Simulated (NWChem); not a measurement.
Molecule: SiH$_{2}$BrCl; SMILES Cl[SiH2]Br

This build's default masses of Se (78.918 u) and Br (79.917 u) are each other's, which moves their modes by up to 0.6 %.

Task: Give the equilibrium geometry at PBE0/def2-SVP (NWChem) as a Z-matrix, with the point group.

Result: point group Cs; any orientation.
```
Si
H 1 1.4836
H 1 1.4836 2 112.44
Cl 1 2.0573 2 108.69 3 120.38
Br 1 2.2149 2 108.28 3 -119.59
```
